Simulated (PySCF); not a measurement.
NMR data simulated for an unnamed compound:

¹H NMR (600 MHz, computed): δ 7.88 (m, 1H), 7.55 (d, 1H), 4.64 (m, 1H), 4.07 (s, 2H), 3.38 (s, 3H), 0.24 (d, 6H).

¹³C{¹H} NMR (computed): δ 205.1 (C), 159.0 (CH), 142.7 (CH), 83.2 (CH2), 60.3 (CH3), -2.5 (CH3).

PySCF 2.14 calculation with GFN2-xTB structure and GIAO PBE0/pcSseg-1 shieldings; non-relativistic, a single conformation, fast rotation and ring inversion assumed for equivalent nuclei, isolated molecule.

Shifts are taken against calculated references (same method and geometry level): ¹H and ¹³C vs TMS.

Q: Which of these does the molecule contain: a ketone, a C≡C triple bond, a non-aromatic C=C double bond, a methoxy group, an aldehyde, a carboxylic acid?

A: 
- A ketone: yes (δC 205.1).
- A C≡C triple bond: no.
- A non-aromatic C=C double bond: yes.
- A methoxy group: yes (δC 60.3; δH 3.38 (s)).
- An aldehyde: no.
- A carboxylic acid: no.

The data belong to `COCC(=O)/C=C/[SiH](C)C`, C$_{7}$H$_{14}$O$_{2}$Si; they needn't prove each group on their own.

Carbon signals by region: 1 in the far downfield region (above 160 ppm), 2 in the sp2 and nitrile region (100–160 ppm), 2 at 50–100 ppm, 1 below 50 ppm. Above 160 ppm: 205.1, ketone carbonyl carbon.

Shifts are as computed. Against solution values, carbons near 30 ppm lie about +3 ppm off and those near 130 ppm about +5 ppm. Of 1211 compounds with measured shifts, 218 miss one by over three times the rms of a fit or turn the order of signals round; such compounds aren't used in these exercises. Multiplicities follow the n + 1 count of equivalent neighbours, as no J values were calculated; m marks all less simple cases, F and P coupling included.
